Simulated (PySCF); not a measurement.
A structure optimised at PBE0-D3(BJ)/def2-SVP, used in a PySCF frequency run:

```xyz
8

C     -1.3641     0.0873     0.0000
C      0.0706    -0.3506     0.0000
F      0.7071     0.1348    -1.0922
F      0.7071     0.1348     1.0922
H     -1.4052     1.1858     0.0000
H     -1.8769    -0.2914    -0.8946
H     -1.8769    -0.2914     0.8946
H      0.1928    -1.4491     0.0000
```
Charge 0, spin multiplicity 1.

Write its SMILES, formula and point group.

CC(F)F, C2H4F2, Cs

What are its rotational constants (standard atomic weights)?

9.5593, 9.0445, 5.2158 GHz
